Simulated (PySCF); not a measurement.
Radial density of Tl²⁺ (thallium, charge +2)

TPSS, [Xe] 4f14 5d10 6s1, 2S determinant. Calculation: PySCF 2.14, in def2-TZVP with the def2 core potential (60 electrons); scalar relativity through the core potential. This is the valence pseudo-density: the core potential removes the inner electrons and smooths the orbitals near the nucleus.

```json
{"r (bohr)": "0.0282", "4πr²ρ (e/bohr)": "1.554e-05", "4πr²(ρα − ρβ)": "0.0000"}
{"r (bohr)": "0.0474", "4πr²ρ (e/bohr)": "2.547e-05", "4πr²(ρα − ρβ)": "0.0000"}
{"r (bohr)": "0.0798", "4πr²ρ (e/bohr)": "6.422e-05", "4πr²(ρα − ρβ)": "0.0000"}
{"r (bohr)": "0.134", "4πr²ρ (e/bohr)": "0.0004773", "4πr²(ρα − ρβ)": "0.0000"}
{"r (bohr)": "0.226", "4πr²ρ (e/bohr)": "0.008774", "4πr²(ρα − ρβ)": "0.0001"}
{"r (bohr)": "0.380", "4πr²ρ (e/bohr)": "0.3806", "4πr²(ρα − ρβ)": "0.0092"}
{"r (bohr)": "0.639", "4πr²ρ (e/bohr)": "9.328", "4πr²(ρα − ρβ)": "0.1278"}
{"r (bohr)": "1.07", "4πr²ρ (e/bohr)": "18.27", "4πr²(ρα − ρβ)": "-0.0606"}
{"r (bohr)": "1.81", "4πr²ρ (e/bohr)": "5.081", "4πr²(ρα − ρβ)": "0.5856"}
{"r (bohr)": "3.04", "4πr²ρ (e/bohr)": "0.5127", "4πr²(ρα − ρβ)": "0.2687"}
{"r (bohr)": "5.11", "4πr²ρ (e/bohr)": "0.006186", "4πr²(ρα − ρβ)": "0.0053"}
```

Energies and moments cover only the electrons outside the core potential. Spin-orbit coupling, which splits the p, d and f shells strongly at this Z, is absent.

Where is the radial spin density 4πr²(ρα − ρβ) most negative, and why is it negative at all?

Around r = 1.07 bohr, down to -0.0606 e/bohr: exchange with the open shell polarises the paired shells in an unrestricted calculation.
